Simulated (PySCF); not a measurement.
CH₁₀FNSi₃, SMILES [SiH3]N([SiH3])[Si@H](C)F.

Coordinates come from a TPSSh-D3(BJ)/def2-SVP optimisation. The structure was generated by enumeration; whether it is a known compound was not checked. Other conformers were not sampled.

The numbers are results of PySCF with PBE/def2-TZVP, not measurements.

The molecule is in vacuum.

Computed frontier levels, gap, dipole moment:
- highest occupied level: -6.36 eV
- lowest empty level: -0.96 eV
- orbital gap: 5.40 eV
- dipole moment: 0.315 e·Å
- quadrupole, principal values (traceless, Buckingham form, about the centre of nuclear charge): -4.94, 0.12, 4.82 D·Å
